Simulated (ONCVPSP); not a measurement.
## Cutoff test, Te, ONCV

ONCVPSP 4.0.1 input, shortened (lines: element, Z, core and valence counts, functional; n l f; lmax; l rc ep ncon nbas qcut; lloc lpopt rc5 dvloc0; l nproj debl; icmod fcfact rcfact), Wu-Cohen, fully relativistic:

```
  Te 52.00    6    5  -118130      upf
    1    0    2.00
    2    0    2.00
    2    1    6.00
    3    0    2.00
    3    1    6.00
    3    2   10.00
    4    0    2.00
    4    1    6.00
    4    2   10.00
    5    0    2.00
    5    1    4.00
    2
    0    1.35    0.00    4    7   10.90
    1    1.55    0.00    3    7   10.20
    2    1.55    0.00    3    7    8.40
    4    3    1.00    1.00
    0    2    3.20
    1    3    1.20
    2    1    1.50
    3    5.00    1.55
```

Open shells are filled in proportion to 2j + 1.

Question: For each optimised wave give the share of its norm inside rc, the residual kinetic energy above qcut (Ha) and the cutoffs (Ha) for errors of 10, 1, 0.1 and 0.01 mHa per electron.

Answer:

| wave | norm inside rc | residual KE | 10 mHa | 1 mHa | 0.1 mHa | 0.01 mHa |
| --- | --- | --- | --- | --- | --- | --- |
| 4s | 0.976 | 2.7e-07 | 29.4 | 37.9 | 44.8 | 50.3 |
| 5s | 0.125 | 4.1e-07 | 27.7 | 38.0 | 46.2 | 52.1 |
| 4p j=3/2 | 0.981 | 6.6e-09 | 22.6 | 28.3 | 33.5 | 37.7 |
| 5p j=3/2 | 0.094 | 8.4e-09 | 17.5 | 23.4 | 28.4 | 32.5 |
| p projector 3 j=3/2 | 0.103 | 2.2e-08 | 18.2 | 24.0 | 28.5 | 32.5 |
| 4p j=1/2 | 0.985 | 2.8e-09 | 24.2 | 30.2 | 35.7 | 40.3 |
| 5p j=1/2 | 0.114 | 4.3e-09 | 19.1 | 25.6 | 31.1 | 35.8 |
| p projector 3 j=1/2 | 0.113 | 1.3e-08 | 19.6 | 26.0 | 31.2 | 35.6 |
| 4d j=5/2 | 0.916 | 1.0e-04 | 26.6 | 31.0 | 35.7 | 106.7 |
| 4d j=3/2 | 0.921 | 1.1e-04 | 26.8 | 31.2 | 35.9 | 108.4 |

The occupied waves need 38 Ha and 46 Ha for 1 and 0.1 mHa.
